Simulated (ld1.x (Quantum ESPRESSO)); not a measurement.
## Tl (Z = 81): excitation energies, all-electron against TM

ld1.x (Quantum ESPRESSO) 7.5 input, shortened:

```
&input
   title='Tl', zed=81., rel=1, dft='PBE', iswitch=3,
   config='[Xe] 4f14 5d10 6s2 6p1 6d-2'
 /
 &inputp
   pseudotype=2, tm=.true., lloc=-1, rcloc=1.80,
   nlcc=.true.
 /
3
6S  1  0   2.00   0.00  1.95  1.95  0.0
6P  2  1   1.00   0.00  2.45  2.45  0.0
6D  3  2  -2.00  -0.20  2.30  2.30  0.0
 &test
   configts(1)='6s2 6p1'
 /
```

Energies are relative to the spin-unpolarised reference configuration 6s2 6p1; without spin polarisation the order of configurations can differ from experiment.

```
valence configuration  charge  ΔE all-electron (eV)  error AE − PS (meV)
              6s2 6p0      +1                 5.167                  -31
              6s1 6p0      +2                25.947                 -398
            6s2 6p0.5    +0.5                 1.853                 -4.9
              6s1 6p1      +1                13.444                 -102
            6s2 6p1.3    -0.3                -0.494                 -0.2
              6s1 6p2       0                 7.403                  -41
              6s0 6p3       0                15.210                 -120
```

Note: ghost states, extra bound levels that the all-electron valence spectrum of the same l lacks: s at -52.9 eV, d at -24.2 eV. A true bound ghost makes a file unfit for plane-wave use.
